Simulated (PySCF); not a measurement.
What settings do to a single point of [Er(NH3)]3+

The sound run of [Er(NH3)]3+ (singlet in the valence; each metal's 4f electrons, 11 of them, lie in its core potential, out of spins and levels) uses PySCF 2.14.0, RKS r2SCAN, Er lcecp-1-SVP with ECP57, N def2-SVP, H def2-SVP; non-relativistic Hamiltonian with scalar-relativistic core potentials where named; density fitting; no spin-orbit coupling, grid (50, 194), threshold 1e-8 Eh and 55 cycles, at the relaxed geometry:

```xyz
5

Er    0.0000    0.0000   -0.1250
N     0.0000    0.0000    2.1666
H     0.9418    0.0000    2.6315
H    -0.4709    0.8156    2.6315
H    -0.4709   -0.8156    2.6315
```

There Er1 has a Mulliken charge of 2.46 e and the dipole about the centre of mass is 4.06 D. Each run below changes one thing and starts from free metal ions and neutral atoms unless it says otherwise; with 55 cycles, smearing, a level shift and second-order steps follow where DIIS fails, and their cycles count. Energy shifts count from the sound run. On f atoms grids over 110 angular points are at least (60, 302).

| change | outcome | cycles | energy shift (eV) | largest force component (eV/Å) | charge on Er1 (e) | dipole about the centre of mass (D) |
| --- | --- | --- | --- | --- | --- | --- |
| threshold 0.001 | converged | 7 | 0.0001 | 0.03 | 2.46 | 4.04 |
| charge changed by +1, spin kept, limit 95 cycles | refused | – | – | – | – | – |

One further run converged with energy shift (eV) 0.0312, largest force component (eV/Å) 0.10, charge on Er1 (e) 2.46, dipole about the centre of mass (D) 4.06. Which change was it?
A. all coordinates × 0.94
B. grid (30, 86)
C. cycle limit 5

B.

And the other changes listed?


```
                change        outcome  cycles  energy shift (eV)  largest force component (eV/Å)  charge on Er1 (e)  dipole about the centre of mass (D)
         cycle limit 5  not converged       5                  –                               –                  –                                    –
all coordinates × 0.94      converged      10               0.39                            2.67               2.43                                 3.95
```

Forces carry noise of the integration grid, about 0.01 to 0.03 eV/Å.

No frequency check is given that shows the relaxed geometry to be a minimum. An lcecp potential fixes the number of 4f electrons, so in runs with it no electron can move into or out of that shell.
